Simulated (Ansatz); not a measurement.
Two isomers of C2H4ClFOSi: A = `FC1(CCl)O[SiH2]1`, B = `F[Si]1(Cl)CCO1`.

Computed with Ansatz on PBE0-D4/def2-TZVP structures; ΔE is electronic, products minus reactants. CCSD(T)/CBS is the MP2 limit (def2-TZVPP, def2-QZVPP) plus CCSD(T) − MP2 in def2-TZVPP, frozen cores. DFT in def2-TZVPP. B3LYP here is the variant with VWN-RPA as its local correlation; programs differ in this. One conformer a species, not always the lowest.

A:

```xyz
10

F     1.717    0.077    0.692
C     0.453    0.078    0.185
C    -0.498   -0.596    1.116
Cl   -0.651    0.270    2.666
O     0.075    1.369   -0.260
Si    0.215    0.373   -1.603
H    -1.490   -0.641    0.669
H    -0.148   -1.604    1.336
H     1.373    0.611   -2.487
H    -1.045    0.064   -2.312
```

B:

Z-matrix (Å, degrees):
```
Si
Cl 1 2.030
C 1 1.849 2 120.1
O 1 1.640 2 114.7 3 -97.3
F 1 1.583 2 105.6 3 136.7
C 1 2.239 2 127.6 3 -51.8
H 3 1.088 1 117.2 2 -0.8
H 3 1.089 1 116.3 2 132.3
H 6 1.091 1 125.2 2 -168.3
H 6 1.091 1 124.2 2 -0.2
```

Problem. Which is lower in electronic energy at CCSD(T)/CBS, and by how much? (An estimate is asked.)

Solution. Computed: B, by 113.7 kcal/mol.

Problem. Give E(B) − E(A) in kcal/mol with CCSD(T)/def2-TZVPP, MP2/def2-TZVPP, B2PLYP, ωB97M-V, PBE-D4, PBE0-D4, B3LYP. (An estimate is asked.)

Solution. Computed: CCSD(T)/def2-TZVPP -112.7, MP2/def2-TZVPP -116.3, B2PLYP -112.1, ωB97M-V -112.4, PBE-D4 -104.6, PBE0-D4 -110.1, B3LYP -109.3. None reverses the order clearly.

Largest T1 diagnostic: 0.013.

In def2-TZVPP, CCSD(T) changes the Hartree–Fock value by +5.0 kcal/mol (the triples alone add +1.5 kcal/mol) and MP2 by +1.5 kcal/mol. From PBE to PBE0 (25 % exact exchange), in def2-TZVPP and without D4, E(B) − E(A) moves by −5.5 kcal/mol.
